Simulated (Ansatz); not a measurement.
```yaml
crystal:
  periodic: [false, false, false]
  atoms:
    - {symbol: C, position_ang: [-0.506481, 1.855573, 0.406315]}
    - {symbol: N, position_ang: [-0.490807, 0.415753, 0.551066]}
    - {symbol: Ge, position_ang: [0.425555, -0.630749, -0.635449]}
    - {symbol: N, position_ang: [0.384555, -2.298388, 0.121644]}
    - {symbol: H, position_ang: [-0.828858, 2.330102, 1.338333]}
    - {symbol: H, position_ang: [-1.154202, 2.229482, -0.399947]}
    - {symbol: H, position_ang: [0.506459, 2.213939, 0.202025]}
    - {symbol: H, position_ang: [-1.394537, 0.037815, 0.796772]}
    - {symbol: H, position_ang: [1.809244, 0.048081, -0.772036]}
    - {symbol: H, position_ang: [-0.206549, -0.804210, -2.038698]}
    - {symbol: H, position_ang: [0.926407, -2.393681, 0.968727]}
    - {symbol: H, position_ang: [0.606216, -3.058715, -0.504552]}
basis:
  gaussian: {orbitals: pcseg-2}
magnetization: {spin_polarized: true, initial_magnetization: 1}
hamiltonian: {xc: {name: HSE06}}
```

```sh
$ ansatz run in.yaml --threads 4 --pin off --events-out ev --progress --plain --max-ram 10444MiB
```

It prints (some lines left out):

```
Error: a molecule whose nuclei and cores have a total charge of 60 cannot have a net charge of 0 together with 1 unpaired electrons
```

(1) Something in this input is off. What?

Results:

(1) The number of unpaired electrons doesn't fit the electron count. The input was rejected before any iteration.

HSE06 is defined as in plane-wave codes.
